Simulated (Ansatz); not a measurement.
Conformers of `O[SiH2][SiH](Cl)Cl`, each relaxed with PBE0-D4/def2-TZVP in Ansatz. CBS adds the triple-zeta coupled-cluster correction to the MP2 limit.

Not all of them had a frequency check.

Conformer A:

Z-matrix (Å, degrees):
```
Si
Si 1 2.346
O 1 1.648 2 109.7
H 1 1.489 2 106.6 3 122.4
H 1 1.482 2 111.3 3 -117.7
Cl 2 2.064 1 105.9 3 -46.5
Cl 2 2.053 1 110.1 3 -164.8
H 2 1.481 1 117.6 3 72.2
H 3 0.959 1 117.2 2 52.7
```

Conformer B:

Z-matrix (Å, degrees):
```
Si
Si 1 2.348
O 1 1.646 2 108.7
H 1 1.481 2 111.8 3 -118.0
H 1 1.491 2 107.2 3 121.9
Cl 2 2.066 1 104.7 3 -42.9
Cl 2 2.051 1 111.5 3 74.5
H 2 1.481 1 117.3 3 -161.2
H 3 0.959 1 117.2 2 44.9
```

**Question.** Which is lowest in electronic energy at CCSD(T)/CBS (frozen core, def2 sets), and by how much? (Best estimate.)

**Answer.** Computed: A; B lies 1.3 kJ/mol higher. Gaps under about 2 kJ/mol don't settle the order.

**Question.** Give the energies relative to A (kJ/mol) with r2SCAN-D4/def2-TZVPP, PBE0-D4/def2-TZVPP, ωB97X-V/def2-TZVPP, B2PLYP/def2-TZVPP, MP2/def2-TZVPP, CCSD(T)/def2-TZVPP, CCSD/CBS(def2). (An estimate is asked.)

**Answer.** Computed: 
```
               level    B
r2SCAN-D4/def2-TZVPP  1.0
  PBE0-D4/def2-TZVPP  1.0
  ωB97X-V/def2-TZVPP  1.1
   B2PLYP/def2-TZVPP  1.4
      MP2/def2-TZVPP  1.2
  CCSD(T)/def2-TZVPP  1.3
      CCSD/CBS(def2)  1.4
```
